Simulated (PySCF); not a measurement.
Predicted microwave data (PySCF, PBE0-D3(BJ)/def2-SVP geometry optimisation, gas phase) for one isomer of C4H7F3OS:

```
Rotational constants : A = 3018, B = 616.7, C = 584.2 MHz
Dipole components    : |μa| = 1.54 D, |μb| = 3.13 D, |μc| = 1.11 D
Inertial defect      : -121.86 u·Å²
κ                    : -0.97
```

Question: Which structure is it? (One computed conformer of each.)
A. `[CH3:1][CH2:2][S@:3](=[O:4])[CH2:5][C:6]([F:7])([F:8])[F:9]` with C1–C2–S3–O4 -64°, C2–S3–C5–C6 -86°
B. `[CH3:1][S:2][C@H:3]([CH3:4])[O:5][C:6]([F:7])([F:8])[F:9]` with C1–S2–C3–C4 60°, S2–C3–O5–C6 -94°
C. `[CH3:1][S@@:2](=[O:3])[CH2:4][CH2:5][C:6]([F:7])([F:8])[F:9]` with C1–S2–C4–C5 -163°, S2–C4–C5–C6 175°

Answer: C. It is C[S@@](=O)CCC(F)(F)F, a near-prolate asymmetric top, point group C1. The candidates at the same level (rigid rotor, commonest isotopes):

| SMILES | A (MHz) | B (MHz) | C (MHz) | μa (D) | μb (D) | μc (D) | Δ (u·Å²) | point group | rotor |
| --- | --- | --- | --- | --- | --- | --- | --- | --- | --- |
| CC[S@](=O)CC(F)(F)F | 2545 | 797.8 | 703.5 | 0.28 | 2.30 | 0.72 | -113.64 | C1 | asymmetric top |
| CS[C@H](C)OC(F)(F)F | 2251 | 887.0 | 802.8 | 1.93 | 1.38 | 0.64 | -164.75 | C1 | asymmetric top |
| C[S@@](=O)CCC(F)(F)F | 3018 | 616.7 | 584.2 | 1.54 | 3.13 | 1.11 | -121.86 | C1 | near-prolate asymmetric top |

`CC[S@](=O)CC(F)(F)F` has B 29 % too high; `CS[C@H](C)OC(F)(F)F` has B 44 % too high. No structure here is proved a minimum.
